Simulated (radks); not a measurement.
Numerical settings for the cadmium ion Cd+, [Kr] 4d10 5s1. Method: scalar-relativistic Kohn-Sham, r2SCAN, spin-polarised, spherical densities, finite nucleus; open shells are filled with parallel spins first (spin-orbit coupling, left out, can overturn this in heavy ions); meta-GGA in the generalised Kohn-Sham scheme; Fermi nuclear charge, rms radius 4.6087 fm; computed with a radial shooting solver on a logarithmic mesh with Libxc functionals. The defaults (mesh step 0.008 in ln r, mesh end at 40 bohr or more with all orbitals vanishing there, Anderson mixing 0.5 over 9 steps, residual threshold near 1e-9 with the energy settled to 1e-9 hartree or 1e-11 of itself, here a cap of 58 iterations) give E = -5594.978 hartree and 5s at -13.715 eV in 14 iterations. Run on one thread of a shared host, so times are rough (Arm Neoverse V1): 0.22 s of CPU time, 0.22 s wall, 14 iterations on 2314 mesh points. Changes against that run (0 stands for a change within the tolerance of the run):

| setting | iterations | converged | E (mhartree) | e(5s) (meV) | CPU (s) |
|---|---|---|---|---|---|
| mesh step in ln r 0.05 | 13 | yes | +0.963 | +0.031 | 0.05 |
| mesh step in ln r 0.08 | 12 | no | diverged | - | 0.04 |
| mesh step in ln r 0.2 | 4 | no | diverged | - | 0.03 |
| mesh end (bohr) 1 | 11 | level above zero | +1.93e+05 | +1.1e+06 | 0.14 |
| mesh end (bohr) 12 | 14 | yes | 0 | +0.0132 | 0.21 |
| residual threshold 0.001 | 11 | yes | 0 | -0.293 | 0.19 |
| residual threshold 1e-16 | 58 | no | 0 | +0.00432 | 0.52 |
| mixing 1 | 13 | yes | 0 | +0.00932 | 0.21 |
| linear mixing, mixing 0.8 | 35 | no | diverged | - | 0.58 |
| linear mixing, mixing 0.5 | 24 | yes | 0 | +0.0301 | 0.34 |
| mixing history 2 | 17 | yes | 0 | -0.022 | 0.25 |
| iteration cap 3 | 3 | no | +97 | -1.57e+03 | 0.06 |

Settled on a wrong energy, with an occupied level pushed above zero by the early mesh end: mesh end (bohr) 1 (+193 hartree). Apart from these: no run marked as converged misses the energy by more than 1 mhartree. A mesh that ends early acts as a hard wall.
